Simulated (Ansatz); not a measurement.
One change: `CC(C)[O][Mg][Cl]` becomes `CC(C)[O][Mg][OH]`.

Ansatz, PBE0-D4/def2-TZVP geometries, multiplicity 1. Each molecule was computed in one conformer, which needn't be the lowest.

| property | `CC(C)[O][Mg][Cl]` |
| --- | --- |
| HOMO energy (PBE0/def2-TZVPP) / eV | -7.40 |
| HOMO–LUMO gap (PBE/def2-TZVPP) / eV | 3.84 |
| HOMO energy (ωB97M-V/def2-TZVPP) / eV | -9.82 |
| LUMO energy (PBE0/def2-TZVPP) / eV | -1.37 |
| HOMO–LUMO gap (ωB97M-V/def2-TZVPP) / eV | 9.77 |
| size of the dipole moment (B3LYP/def2-TZVPP) / D | 1.73 |

What does the change do to each property? (An estimate is asked.)

The calculation gave: 
```tsv
property	`CC(C)[O][Mg][OH]`	shift
HOMO energy (PBE0/def2-TZVPP) / eV	-7.10	0.30
HOMO–LUMO gap (PBE/def2-TZVPP) / eV	3.88	0.04
HOMO energy (ωB97M-V/def2-TZVPP) / eV	-9.52	0.30
LUMO energy (PBE0/def2-TZVPP) / eV	-1.02	0.35
HOMO–LUMO gap (ωB97M-V/def2-TZVPP) / eV	9.75	-0.02
size of the dipole moment (B3LYP/def2-TZVPP) / D	0.72	-1.01
```

With PBE0 the HOMO rises by 0.30 eV and the LUMO rises by 0.35 eV, so the gap widens by about 0.05 eV. PBE moves the HOMO by 0.29 eV and ωB97M-V by 0.30 eV. Dipoles are sizes alone; their direction can turn.

Positive LUMOs are unbound, so they and the gaps depend on the basis.

B3LYP here is the variant with VWN-RPA as its local correlation; programs differ in this.
